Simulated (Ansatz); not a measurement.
Two isomers of C6H4N2: A = `N#Cc1ccncc1`, B = `N#Cc1cccnc1`.

Computed with Ansatz on PBE0-D4/def2-TZVP structures; ΔE is electronic, products minus reactants. CCSD(T)/CBS is the MP2 limit (def2-TZVPP, def2-QZVPP) plus CCSD(T) − MP2 in def2-TZVPP, frozen cores. Functionals use def2-TZVPP.

Task: Which is lower in electronic energy at CCSD(T)/CBS, and by how much? (An estimate is asked.)

Result: Computed: B, by 3.1 kJ/mol.

Task: Give E(B) − E(A) in kJ/mol with CCSD(T)/def2-SVP, r2SCAN-D4, HF/def2-TZVPP, ωB97M-V, LDA (SPW92), CCSD(T)/def2-TZVPP, PBE0-D4. (Best estimate.)

Result: Computed: CCSD(T)/def2-SVP -3.3, r2SCAN-D4 -3.6, HF/def2-TZVPP -6.7, ωB97M-V -3.5, LDA (SPW92) -3.4, CCSD(T)/def2-TZVPP -3.0, PBE0-D4 -3.7. None reverses the order clearly.

Task: Does the order hold for the free energy at 298.15 K (harmonic terms from PBE0-D4)? (An estimate is asked.)

Result: The calculation gave: Yes: G(B) − G(A) = -4.7 kJ/mol.

Largest T1 diagnostic: 0.014.

In def2-TZVPP, CCSD(T) changes the Hartree–Fock value by +3.8 kJ/mol (the triples alone add +0.2 kJ/mol) and MP2 by +7.0 kJ/mol. Leaving LDA and LC-ωPBE aside and taking each functional with its dispersion term where it has one, the values, not all of them listed here, spread over 1.4 kJ/mol, from BHLYP-D4 to B2PLYP.
